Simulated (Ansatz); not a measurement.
C₂H₆OSn, relaxed with RKS PBE0-D4/def2-TZVP in Ansatz 0.2.0 from a PBE-D4/def2-SVP geometry. The force threshold is 0.005 eV/Å; the program also tests the step.

Charge 0, multiplicity 1. Sn takes the def2 core potential. The bonds changed during the relaxation, so this is another structure than the one it started from.

Start:

```xyz
10

O    -1.177   -0.500   -1.932
Sn   -1.270   -1.156    0.010
C     1.200    0.254    0.423
C     0.164    0.956    0.965
H    -1.980    0.029   -2.105
H     0.246   -2.123   -0.147
H     1.845   -0.396    1.034
H     1.436    0.326   -0.651
H    -0.413    1.672    0.357
H    -0.051    0.938    2.046
```

(1) How much energy does the relaxation release, and in how many steps? (Best estimate.)

(2) Which bonds change most? (Best estimate.)

(3) Give the relaxed structure. (Best estimate.)

Answers

(1) The calculation gave: 6.71 kJ/mol, in 9 steps, 1 of them rejected.

(2) Computed: O1–Sn2 from 2.052 to 2.008 Å; Sn2–H6 from 1.806 to 1.776 Å; C3–C4 from 1.364 to 1.345 Å; C3–H8 from 1.102 to 1.084 Å.

(3) Computed: 
```xyz
10

O    -1.128   -0.448   -1.842
Sn   -1.238   -1.160    0.033
C     1.166    0.244    0.404
C     0.151    0.944    0.940
H    -1.912    0.054   -2.076
H     0.247   -2.115   -0.156
H     1.810   -0.379    1.012
H     1.385    0.293   -0.657
H    -0.436    1.627    0.335
H    -0.044    0.940    2.006
```
